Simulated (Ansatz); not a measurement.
## Relaxing a trial structure of C5H12B2

The starting geometry of this gas-phase singlet was optimised with GFN2-xTB; its bonds are those of `CBCBC1CC1`.

```xyz
19

C     1.7049    1.1500   -1.5974
C     0.0262    1.9872    0.3999
C    -0.7102   -0.5977    0.7463
C    -1.6758   -1.5231    1.4669
C    -1.4438   -1.7134    0.0167
B     0.5101    2.0424   -1.0954
B    -1.0884    0.8732    0.4601
H     1.4418    0.6115   -2.5075
H     2.0606    0.4246   -0.8697
H     2.5516    1.7830   -1.8657
H    -0.0326    2.7490   -1.8604
H    -0.3870    2.9480    0.7035
H     0.8528    1.7278    1.0608
H    -2.2102    1.1500    0.2554
H     0.3327   -0.8274    0.9432
H    -2.6220   -1.1113    1.7839
H    -1.2571   -2.2380    2.1600
H    -2.2280   -1.4315   -0.6697
H    -0.8591   -2.5592   -0.3130
```

Task: Predict what becomes of its bonds when it is optimised with PBE0-D3(BJ)/def2-SVP.

Result: It keeps its bonds, and is `CBCBC1CC1`.

The energy falls by 0.11 eV over 12 steps:

```csv
step,E − E(last) (eV)
1,0.106
2,0.015
3,0.004
5,0.002
6,0.001
7,0.001
8,0.000
10,0.000
11,0.000
12,0.000
```

Final geometry (Å):

```yaml
atoms:
  - { symbol: C, position_ang: [1.7419, 1.2060, -1.6496] }
  - { symbol: C, position_ang: [0.0880, 1.9494, 0.4202] }
  - { symbol: C, position_ang: [-0.6902, -0.6377, 0.8377] }
  - { symbol: C, position_ang: [-1.7679, -1.5111, 1.4658] }
  - { symbol: C, position_ang: [-1.4578, -1.6925, 0.0345] }
  - { symbol: B, position_ang: [0.4880, 1.9555, -1.0915] }
  - { symbol: B, position_ang: [-1.0079, 0.8321, 0.5134] }
  - { symbol: H, position_ang: [1.5317, 0.6871, -2.5990] }
  - { symbol: H, position_ang: [2.2246, 0.5121, -0.9454] }
  - { symbol: H, position_ang: [2.4831, 1.9874, -1.9093] }
  - { symbol: H, position_ang: [-0.2132, 2.5652, -1.8757] }
  - { symbol: H, position_ang: [-0.3725, 2.9164, 0.6808] }
  - { symbol: H, position_ang: [0.9506, 1.7059, 1.0607] }
  - { symbol: H, position_ang: [-2.1648, 1.1045, 0.2539] }
  - { symbol: H, position_ang: [0.3380, -0.9196, 1.0896] }
  - { symbol: H, position_ang: [-2.7106, -1.0299, 1.7396] }
  - { symbol: H, position_ang: [-1.4270, -2.2720, 2.1725] }
  - { symbol: H, position_ang: [-2.1786, -1.3401, -0.7081] }
  - { symbol: H, position_ang: [-0.8888, -2.5738, -0.2726] }
```

The end wasn't checked by frequencies. Run with Ansatz 0.2.0, 32 s on 4 threads of Arm Neoverse V1 (shared host).
